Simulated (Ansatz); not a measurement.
`[CH3][GeH]([Cl])[Cl]` + `CNBCl` → `C[NH][GeH]([Cl])[Cl]` + `CBCl` at 500 K and 1 bar (redistribution).

Calculated with Ansatz (gas phase, PBE0-D4/def2-TZVP geometries, no zero-point term in ΔE). CCSD(T)/CBS adds triple-zeta CCSD(T) − MP2 to the extrapolated MP2 energy (def2 sets, frozen cores). For Ge outer-core shells are correlated without core-valence functions, which leaves a few kJ/mol of doubt a bond. Scalar relativity is left out up to krypton. Each species was taken in one conformer, which may not be the lowest.

```tsv
species	CCSD(T)/CBS energy (Eh)	H − E (kJ/mol)	S (J/(mol·K))
`[CH3][GeH]([Cl])[Cl]`	-3036.22487	166.1	401.1
`CNBCl`	-580.41629	218.4	350.1
`C[NH][GeH]([Cl])[Cl]`	-3091.52536	220.7	442.8
`CBCl`	-525.07110	160.2	325.9
```

H − E and S are ideal-gas, rigid-rotor, harmonic terms from PBE0-D4/def2-TZVP, for one conformer and one mirror image of each species. 1 Eh = 2625.50 kJ/mol, R = 8.31446 J/(mol·K).

Q: By hand: ΔE, ΔH, ΔS and ΔG.

A: ΔE = (-3091.52536) + (-525.07110) − (-3036.22487) − (-580.41629) = 0.04470 Eh = 117.4 kJ/mol. Δ(H − E) = 220.7 + 160.2 − 166.1 − 218.4 = -3.6, so ΔH = 113.8 kJ/mol. ΔS = 442.8 + 325.9 − 401.1 − 350.1 = 17.5 J/(mol·K). ΔG = 113.8 − 500 × (17.5)/1000 = 105.0 kJ/mol.

Q: By hand: the equilibrium constant, and the temperature at which ΔG would vanish if ΔH and ΔS stayed fixed.

A: log₁₀ K = −ΔG/(RT ln 10) = -11.0. ΔG = 0 at ΔH/ΔS = 6503 K, far beyond where these terms or the molecules hold.

ΔH outweighs TΔS. A doubt of 5 kJ/mol in ΔE shifts log₁₀ K by 0.5 here. Other conformers and mirror images would add mixing entropy, several J/(mol·K) or more a flexible species. Modes under 60 cm⁻¹, often nearly free rotors, make the harmonic entropy too high. These are equilibria of isolated gas molecules and say nothing of rates. Largest T1 diagnostic: 0.011 (customary marks: 0.02 for closed shells, 0.045 for open ones).
